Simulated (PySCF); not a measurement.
**Spinor energies of Rb (rubidium, neutral)**

Start: [Kr] 5s1; 5s1/2 filled at m_j = +1/2. Calculated with PySCF 2.14 in x2c-SVPall-2c with one added diffuse shell each of s, d type (7s7p7d1f, 70 functions): generalised Hartree-Fock with the X2C-1e Hamiltonian and a Gaussian nucleus; one run each with spin-orbit coupling (SO) switched off, then screened by Boettger's factors.

```csv
spinor shell,electrons,"ε, spin-free (eV)","ε, screened SO (eV)",weight of nominal j (screened SO),"rms radius, screened SO (bohr)"
1s1/2,2,-15285.1,-15284.7,1.000,0.0464
2s1/2,2,-2107.4,-2107.3,1.000,0.192
2p1/2,2,-1863.3,-1905.2,1.000,0.169
2p3/2,4,-1863.3,-1843.3,1.000,0.173
3s1/2,2,-341.92,-341.89,1.000,0.544
3p1/2,2,-260.91,-267.50,1.000,0.549
3p3/2,4,-260.91,-257.76,1.000,0.560
3d3/2,4,-126.73,-127.69,1.000,0.576
3d5/2,6,-126.73,-126.06,1.000,0.579
4s1/2,2,-42.783,-42.779,1.000,1.59
4p1/2,2,-22.258,-22.881,0.999,1.85
4p3/2,4,-22.258,-21.957,0.999,1.87
5s1/2,1,-3.809,-3.809,1.000,5.94
```

| quantity | spin-free | screened SO |
| --- | --- | --- |
| E (hartree) | -2978.74083 | -2978.93620 |
| M_J | 1/2 | 1/2 |
| ⟨J²⟩ | 0.750 | 0.750 |
| ⟨L²⟩ | 0.000 | 0.004 |
| ⟨S²⟩ | 0.750 | 0.754 |

Breit and QED terms are absent; they matter most for the inner s and p1/2 levels.

Densities and radii are taken from the X2C orbitals without a picture-change correction, which distorts them close to the nucleus.

Without spin-orbit coupling the j labels of p, d and f shells carry no meaning; the spin-free column gives the mean over the occupied spinors of each nl shell.
